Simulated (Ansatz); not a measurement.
Cost and result for the atomization energy of CH₄SiZn (7 atoms, 5 bonds).

Z-matrix (Å, degrees):
```
Si
Zn 1 2.977
C 1 1.708 2 109.9
H 1 1.480 2 86.9 3 -122.9
H 1 1.480 2 86.9 3 122.8
H 3 1.084 1 121.9 2 86.2
H 3 1.084 1 122.1 2 -86.2
```

Total charge 0; spin multiplicity 1. For Zn the d shell is correlated and the shells below it are frozen. Scalar relativity is left out up to krypton. The bonds changed during the relaxation, so this is another structure than the one it started from. The geometry is a stationary point of PBE0-D4/def2-TZVP. Program: Ansatz. All runs use 2 threads of an INTEL XEON PLATINUM 8581C on a shared host. Times are those of one run each, without the atoms' runs, and a repeat can differ threefold. Electronic energies, without spin–orbit coupling; frozen cores. CCSD(T)/CBS adds CCSD(T) − MP2 in def2-TZVPP to the MP2 limit, and its time is that of the two runs behind it. T1 = 0.016; the RHF reference is unstable towards UHF. With those shells the extrapolation isn't a true limit. B3LYP takes the VWN-RPA correlation (the form of Gaussian; ORCA's B3LYP/G).

CCSD(T)/CBS is a level of theory with its own doubt, some kJ/mol a heavy atom from the limit and from the frozen cores, so smaller differences don't rank the functionals.

| level | functions | wall time |
| --- | --- | --- |
| LDA (SPW92)/def2-TZVPP | 193 | 0.9 s |
| CCSD(T)/def2-SVP | 83 | 1.4 s |
| BHLYP-D4/def2-TZVPP | 193 | 1.9 s |
| CAM-B3LYP-D4/def2-TZVPP | 193 | 2.1 s |
| r2SCAN-D4/def2-TZVPP (with forces) | 193 | 2.6 s |
| B3LYP-D4/def2-TZVPP (with forces) | 193 | 2.9 s |
| PBE-QIDH/def2-TZVPP | 193 | 3.1 s |
| B2PLYP/def2-TZVPP | 193 | 3.6 s |
| ωB97X-V/def2-TZVPP | 193 | 4.6 s |
| ωB97M-V/def2-TZVPP (with forces) | 193 | 6.5 s |
| MP2/def2-QZVPP | 347 | 13 s |
| CCSD(T)/def2-TZVPP | 193 | 27 s |
| CCSD(T)/CBS(def2) | – | 39 s |

Q: What atomization energy does each give, and how far from CCSD(T)/CBS? (Estimate.)

A: The calculation gave: 
```csv
level,atomization (kJ/mol),difference from CCSD(T)/CBS,per bond
LDA (SPW92)/def2-TZVPP,2186.7,253.0,50.6
CCSD(T)/def2-SVP,1812.5,-121.2,-24.2
BHLYP-D4/def2-TZVPP,1895.1,-38.6,-7.7
CAM-B3LYP-D4/def2-TZVPP,1934.6,0.9,0.2
r2SCAN-D4/def2-TZVPP (with forces),1945.9,12.2,2.4
B3LYP-D4/def2-TZVPP (with forces),1945.5,11.8,2.4
PBE-QIDH/def2-TZVPP,1909.5,-24.2,-4.8
B2PLYP/def2-TZVPP,1909.3,-24.4,-4.9
ωB97X-V/def2-TZVPP,1928.1,-5.6,-1.1
ωB97M-V/def2-TZVPP (with forces),1931.7,-2.0,-0.4
MP2/def2-QZVPP,1915.9,-17.8,-3.6
CCSD(T)/def2-TZVPP,1882.6,-51.1,-10.2
CCSD(T)/CBS(def2),1933.7,0.0,0.0
```

From r2SCAN to r2SCAN0 (25 % exact exchange), in def2-TZVPP and without D4, the atomization energy moves by −29.2 kJ/mol: exact exchange takes away binding that semilocal exchange gives to molecules. In def2-TZVPP, CCSD(T) changes the Hartree–Fock value by +485.4 kJ/mol (the triples alone add +31.8 kJ/mol) and MP2 by +488.3 kJ/mol; breaking electron pairs costs correlation energy, which Hartree–Fock lacks. Leaving LDA and LC-ωPBE aside and taking each functional with its dispersion term where it has one, the values, not all of them listed here, spread over 66.9 kJ/mol, from BHLYP-D4 to PBE-D4. LDA lies +241.5 kJ/mol from PBE without D4, its usual overbinding.
